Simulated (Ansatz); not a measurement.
Reaction (ligand exchange at the Si–N bond): `[SiH3]N1[SiH2]P1` + `N[SiH](N)Cl` → `N[SiH](Cl)N[SiH3]` + `N1[SiH2]P1`

Gas-phase electronic energies from Ansatz, PBE0-D4/def2-TZVP geometries. CCSD(T)/CBS adds triple-zeta CCSD(T) − MP2 to the extrapolated MP2 energy (def2 sets, frozen cores). Functionals use def2-TZVPP. One conformer a species, not always the lowest.

`[SiH3]N1[SiH2]P1`:

```xyz
10

Si    0.310    1.510   -0.587
N    -0.294    0.043    0.064
Si   -0.128   -1.246    1.173
P    -1.372   -1.201   -0.619
H    -0.805    2.279   -1.200
H     0.928    2.291    0.516
H     1.337    1.272   -1.640
H    -0.712   -1.061    2.520
H     1.164   -1.970    1.205
H    -0.428   -1.919   -1.430
```

`N[SiH](N)Cl`:

Cartesian coordinates in Å:
```
N 1.157 -0.732 -0.477
Si 0.151 0.397 0.297
N -1.429 0.167 -0.279
Cl 0.467 0.043 2.314
H 2.013 -1.044 -0.051
H 1.168 -0.814 -1.480
H 0.436 1.841 0.126
H -2.118 0.893 -0.174
H -1.846 -0.751 -0.276
```

`N[SiH](Cl)N[SiH3]`:

```xyz
12

N     2.279    0.481   -0.149
Si    0.639    0.807   -0.442
Cl   -0.281    2.107    0.884
N    -0.263   -0.634   -0.292
Si   -1.822   -0.903    0.420
H     2.571    0.016    0.697
H     2.985    1.118   -0.483
H     0.583    1.487   -1.754
H     0.154   -1.442   -0.731
H    -1.794   -0.804    1.902
H    -2.834    0.054   -0.094
H    -2.216   -2.286    0.043
```

`N1[SiH2]P1`:

Z-matrix (Å, degrees):
```
Si
P 1 2.191
N 1 1.710 2 52.4
H 1 1.479 2 123.9 3 99.4
H 1 1.482 2 119.1 3 -106.2
H 2 1.441 1 91.3 3 103.6
H 3 1.007 1 134.2 2 -126.1
```

| level | ΔE (kJ/mol) |
| --- | --- |
| ωB97M-V | 18.1 |
| SCS-MP2/def2-QZVPP | 22.8 |

What does CCSD(T)/CBS give? (An estimate is asked.)

The calculation gave: +19.9 kJ/mol. The listed levels differ from it by -1.8, 2.9 kJ/mol.

Largest T1 diagnostic among the species: 0.015.

In def2-TZVPP, CCSD(T) changes the Hartree–Fock value by −6.3 kJ/mol (the triples alone add −0.8 kJ/mol) and MP2 by −3.8 kJ/mol.
